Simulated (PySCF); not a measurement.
**Electron correlation in Pd²⁺ (palladium, charge +2)**

[Kr] 4d7 5s1, high-spin 5F determinant (an excited configuration). Computed with PySCF 2.14 in x2c-TZVPPall with one added diffuse shell each of s, p, d, f type (9s7p7d3f1g, 95 functions), with scalar relativity by spin-free X2C-1e. Frozen: [Kr]; 8 electrons correlated.

```tsv
level	correlation energy (mhartree)
CCSD	-186.60
(T)	-4.12
CCSD(T)	-190.72
```

Diagnostics: T1 = 0.0050, D1 = 0.0181, largest double amplitude 0.021.

Cost of the coupled-cluster step: roughly 30 core-seconds, for 8 correlated electrons.

Iterations:

```
CC2 = 0
CCSD nocc = (np.int64(6), np.int64(2)), nmo = (77, 77)
frozen orbitals [[0, 1, 2, 3, 4, 5, 6, 7, 8, 9, 10, 11, 12, 13, 14, 15, 16, 17], [0, 1, 2, 3, 4, 5, 6, 7, 8, 9, 10, 11, 12, 13, 14, 15, 16, 17]]
max_cycle = 100
direct = 0
conv_tol = 1e-08
conv_tol_normt = 1e-06
diis_space = 8
diis_start_cycle = 0
Init t2, MP2 energy = -0.184238094364112
Init E_corr(UCCSD) = -0.184238094369927
cycle = 1  E_corr(UCCSD) = -0.185686211024203  dE = -0.00144811665  norm(t1,t2) = 0.018696
cycle = 2  E_corr(UCCSD) = -0.18636440968746  dE = -0.000678198663  norm(t1,t2) = 0.005501
cycle = 3  E_corr(UCCSD) = -0.186597211184511  dE = -0.000232801497  norm(t1,t2) = 0.00211081
cycle = 4  E_corr(UCCSD) = -0.186595284270083  dE = 1.92691443e-06  norm(t1,t2) = 0.000357792
cycle = 5  E_corr(UCCSD) = -0.186595133170259  dE = 1.51099824e-07  norm(t1,t2) = 8.87303e-05
cycle = 6  E_corr(UCCSD) = -0.186596338121569  dE = -1.20495131e-06  norm(t1,t2) = 1.89197e-05
cycle = 7  E_corr(UCCSD) = -0.186596282973988  dE = 5.51475812e-08  norm(t1,t2) = 4.10441e-06
cycle = 8  E_corr(UCCSD) = -0.186596228516147  dE = 5.44578406e-08  norm(t1,t2) = 9.44046e-07
cycle = 9  E_corr(UCCSD) = -0.186596231185247  dE = -2.66910016e-09  norm(t1,t2) = 2.73892e-07
UCCSD converged
E(UCCSD) = -5041.834415181911  E_corr = -0.1865962311852472
UCCSD(T) correction = -0.00412023905143421
```
